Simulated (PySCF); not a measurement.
# Nb⁺ (niobium, charge +1) across methods

[Kr] 4d4, high-spin 5D determinant. Computed with PySCF 2.14 in x2c-TZVPPall (8s6p6d2f1g, 79 functions), with scalar relativity by spin-free X2C-1e.

```csv
method,E (hartree),mean ε 4p α (eV),mean ε 4p β (eV),mean ε 4d α (eV),Σ⟨r²⟩ (bohr²),⟨S²⟩
LDA,-3814.48,-42.231,-40.200,-10.647,40.21,6.000
wB97X,-3819.16,-46.797,-43.826,-13.403,38.56,6.001
UHF,-3817.01534,-52.580,-46.672,-14.567,38.59,6.005
M06,-3819.08,-44.492,-41.839,-11.075,39.06,6.000
wB97M-V,-3818.80,-46.998,-44.213,-13.623,39.21,6.001
PBE0,-3818.77,-44.591,-41.483,-11.422,38.91,6.001
PBE,-3818.69,-42.019,-39.783,-10.494,40.00,6.001
BLYP,-3819.20,-41.532,-39.476,-9.999,39.79,6.000
```

⟨L²⟩ = 7.07 against 6 for a pure D term, so this real determinant mixes terms.
